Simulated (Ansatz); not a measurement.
`C[O][Ti]([F])([F])[SeH]` → `C[Se][Ti]([OH])([F])[F]`  (isomerisation)

Program: Ansatz. Geometries: PBE0-D4/def2-TZVP. ΔE: electronic, gas phase. CCSD(T)/CBS is the MP2 limit (def2-TZVPP, def2-QZVPP) plus CCSD(T) − MP2 in def2-TZVPP, frozen cores. Functionals use def2-TZVPP. For Se, Ti outer-core shells are correlated without core-valence functions, which leaves a few kJ/mol of doubt a bond. Scalar relativity is left out up to krypton. Each species was taken in one conformer, which may not be the lowest.

Task: Is it downhill or uphill in electronic energy at CCSD(T)/CBS, and by how much? (An estimate is asked.)

Result: Computed: Downhill: ΔE = -31.2 kJ/mol.

Task: What do these levels give: ωB97X-V, r2SCAN, PBE0, CCSD/def2-TZVPP, HF/def2-QZVPP, MP2/CBS(def2)? (Best estimate.)

Result: Ansatz gave: ωB97X-V -25.4, r2SCAN -28.3, PBE0 -26.8, CCSD/def2-TZVPP -26.1, HF/def2-QZVPP -12.9, MP2/CBS(def2) -36.8 kJ/mol.

Largest T1 diagnostic among the species: 0.022, so the coupled-cluster value is less sure than usual.

In def2-TZVPP, CCSD(T) changes the Hartree–Fock value by −13.9 kJ/mol (the triples alone add −0.9 kJ/mol) and MP2 by −19.4 kJ/mol. The D4 term adds −3.6 kJ/mol with B3LYP and −1.6 kJ/mol with PBE0; it sums over pairs of atoms, weighted by their polarisabilities, and B3LYP, whose exchange is more repulsive, gets the larger term.

B3LYP here is the variant with VWN-RPA as its local correlation; programs differ in this.
